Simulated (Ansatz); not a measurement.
Method: frozen-core CCSD(T)/cc-pVTZ // PBE0-D4/def2-TZVP (Ansatz, a quantum-chemistry and plane-wave program).

Ansatz 0.2 input:
```yaml
crystal:
  periodic: [false, false, false]
  atoms:
    - { symbol: B, position_ang: [2.134414, 0.063551, -0.015511] }
    - { symbol: C, position_ang: [0.689617, 0.297227, 0.413675] }
    - { symbol: C, position_ang: [-0.329975, -0.209929, -0.301374] }
    - { symbol: C, position_ang: [-1.774376, -0.060873, 0.00069] }
    - { symbol: H, position_ang: [3.060281, 0.502909, 0.604237] }
    - { symbol: H, position_ang: [2.348558, -0.580825, -1.004437] }
    - { symbol: H, position_ang: [0.437189, 0.875005, 1.303033] }
    - { symbol: H, position_ang: [-0.085952, -0.789233, -1.191901] }
    - { symbol: H, position_ang: [-2.242338, -1.043228, 0.12582] }
    - { symbol: H, position_ang: [-1.944197, 0.528084, 0.902809] }
    - { symbol: H, position_ang: [-2.293219, 0.417309, -0.837041] }
basis:
  gaussian: { orbitals: cc-pVTZ }
correlation:
  method: ccsd_t
```

Output:

```
Functional definition: HF
1227 factors; integrals over basis functions are off by at most 1.0e-3 eV
mean field evaluation 1: about -3871.5571 eV, gradient 3.1e1 eV
mean field evaluation 2: about -3871.5578 eV, gradient 3.1e1 eV
mean field evaluation 4: about -3874.3728 eV, gradient 3.3e0 eV
mean field evaluation 8: about -3874.4136 eV, gradient 2.4e-4 eV
mean field evaluation 16: about -3874.4150 eV, gradient 1.7e-1 eV
mean field -3874.41361965 eV, -142.3820743501 hartree, gradient 2.0e-6 eV, S^2 0.000000; 0 other end points of the search recorded, 0 dependent functions left out
4 core orbitals not correlated
reference -3874.41361965 eV, -142.3820743501 hartree; 11, 11 occupied and 203, 203 virtual orbitals, 1227 factors
second order -16.36648318 eV of doubles, -0.00000000 eV of singles
cycle   1  -17.03165202 eV  change   -6.7e-1 eV  update   8.6e-2
cycle   2  -17.47969235 eV  change   -4.5e-1 eV  update   2.6e-2
cycle   3  -17.55690987 eV  change   -7.7e-2 eV  update   1.1e-2
cycle   4  -17.55287513 eV  change    4.0e-3 eV  update   2.8e-3
cycle   5  -17.55317201 eV  change   -3.0e-4 eV  update   1.1e-3
cycle   6  -17.55321864 eV  change   -4.7e-5 eV  update   3.8e-4
cycle   7  -17.55320440 eV  change    1.4e-5 eV  update   1.5e-4
cycle   8  -17.55324550 eV  change   -4.1e-5 eV  update   7.0e-5
cycle   9  -17.55325710 eV  change   -1.2e-5 eV  update   2.2e-5
perturbative correction -0.73779512 eV, -0.0271134705 hartree
Total energy: -3892.70467186 eV, -143.0542581210 hartree
```

Cost: roughly 2.2 core-minutes.
